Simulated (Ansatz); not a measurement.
Basis-set extrapolation for `FC(F)=N[SiH3]` (PBE0-D4/def2-TZVP geometry, frozen core, Ansatz). Multiplicity 1, RHF reference.

```
                      def2-TZVPP   def2-QZVPP
                 HF  -582.021503  -582.043486
    MP2 correlation    -0.965657    -1.046909
CCSD(T) correlation    -1.024447      not run
```

Energies in hartree. Use E(X) = E(∞) + A·exp(−7.88·√X) for Hartree–Fock and E(X) = E(∞) + B·X^(−2.97) for correlation, with X = 3 and 4, and add CCSD(T) minus MP2 of the smaller set to the MP2 limit.

Task: What is the CCSD(T) energy at the basis-set limit?

Result: HF limit: -582.043486 + (-0.021983) × 0.13774 = -582.04651. MP2 limit: -1.046909 + (-0.081252) × 0.74074 = -1.10710. Higher-order term: -1.024447 − (-0.965657) = -0.05879. Total: -583.21240 hartree, 437.0 kJ/mol below CCSD(T)/def2-TZVPP.
